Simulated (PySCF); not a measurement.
Coordinates in bohr (charge 0 multiplicity 1):
```
Ta    0.2161    0.0000   -0.1135
O    -2.6147    0.0000    1.3731
H     0.1462    2.8367   -1.9266
H     0.1462   -2.8367   -1.9266
H     2.4305    0.0000    2.4233
```

Method: PBE0/[Ta def2-TZVP with ECP60, O def2-TZVP, H def2-TZVP], scalar-relativistic core potentials, density fitting, no spin–orbit coupling, PySCF.

This geometry of H3TaO is a stationary point at this level.

What is the point group?

C3v.

Is it a minimum?

Yes: all harmonic wavenumbers are real.

Which band is strongest in the infrared?

1862 cm⁻¹ (e), 670 km/mol.

What are the dipole moment and the gap between the highest occupied and lowest empty levels?

2.77 D and 6.61 eV.

Give the ideal-gas entropy at 298.15 K and 1 bar by parts.

translation 174.9, rotation 80.7, vibration 8.3, spin 0.0; total 263.9 J/(mol K).

Only a few start shapes were tried, so a lower isomer may exist. No spin–orbit coupling is included, which matters more the heavier the element.
